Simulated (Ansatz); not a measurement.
The first iterations of a band of BGeH₅O (8 atoms, charge 0, multiplicity 1).

The calculation used RKS PBE/def2-SVP in Ansatz.

```json
{
 "movable images": "7",
 "climbing image": "yes",
 "spring": "5.0 eV/Å²",
 "optimiser": "quadratic models (default)",
 "start path": "straight line",
 "force threshold": "0.05 eV/Å",
 "iteration limit": "60",
 "end points": "relaxed"
}
```

Initial state:

```xyz
8
Properties=species:S:1:pos:R:3
O -1.665 0.399 -0.722
B -0.318 0.256 -0.808
Ge 0.729 -0.344 0.885
H -2.067 0.683 -1.565
H 0.263 0.477 -1.864
H -0.165 -0.569 2.135
H 1.503 -1.668 0.615
H 1.813 0.708 1.266
```

Final state:

```xyz
8
Properties=species:S:1:pos:R:3
O -1.016 0.412 -1.032
B 0.433 0.316 -1.371
Ge 0.973 -0.302 0.591
H -1.399 0.190 -0.051
H -1.657 0.688 -1.717
H -0.579 -0.257 1.178
H 1.512 -1.745 0.847
H 1.825 0.640 1.500
```

| iteration | highest image above the first end (eV) | largest band force component (eV/Å) |
| --- | --- | --- |
| 1 | 5.907 | 4.512 |
| 2 | 5.083 | 3.175 |
| 3 | 4.968 | 2.253 |
| 4 | 4.850 | 2.382 |
| 5 | 4.787 | 1.597 |
| 6 | 4.837 | 1.175 |
| 7 | 4.618 | 1.227 |
| 8 | 4.614 | 1.067 |
| 9 | 4.611 | 1.108 |
| 10 | 4.610 | 0.450 |
| 11 | 4.658 | 0.969 |
| 12 | 4.673 | 1.105 |
| 13 | 4.697 | 1.123 |

Does the band converge within its limit, and where does its top end?

The forces met the threshold. It ended after 41 iterations with the highest image 4.848 eV above the first end. The profile has 4 maxima (images 1, 3, 5, 7) with wells between them (images 2, 4, 6): this band takes more than one step, which may be the mechanism or a detour left from its start path. Neighbouring images differ by up to 4.8 eV, so the band resolves the path poorly. Another band between the same ends (7 images) ends at a top of the same energy, where a vibrational analysis finds 1 clearly imaginary mode. The orbitals stay closed-shell, which can raise the energy where a bond breaks towards radicals; this wasn't checked here.

Time of the run: 3.4 min on 2 threads of Intel(R) Xeon(R) Platinum 8488C (Sapphire Rapids) (shared host), peak memory 0.13 GiB.
